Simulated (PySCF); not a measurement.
# P: excitation energy

P [Ne] 3s2 3p3 (4S) → P [Ne] 3s1 3p4 (4P), as a difference of total energies. Calculation: PySCF 2.14, in aug-cc-pVDZ-DK (5s4p2d, 27 functions); scalar relativity by spin-free X2C-1e. Correlated levels: valence: [Ne] frozen. The calculations carry no spin-orbit coupling.

| method | excitation energy (cm⁻¹) |
| --- | --- |
| UHF | 64897 |
| LDA | 65790 |
| PBE | 64965 |
| PBE0 | 65702 |
| r2SCAN | 62463 |
| LC-wPBE | 66485 |
| B97-3 | 67231 |
| TPSS | 64561 |
| M06-L | 66269 |
| MP2 (valence) | 65189 |
| SCS-MP2 (valence) | 65181 |

Errors of the correlated levels include the incompleteness of this basis and the frozen core.

Q: Which method comes closest to the reference value, and which is furthest?

A: The reference is 59643 cm⁻¹ (measured; NIST levels, between the centres of gravity of the two terms). Closest: r2SCAN (error 2820.1 cm⁻¹); furthest: B97-3 (error 7587.9 cm⁻¹).
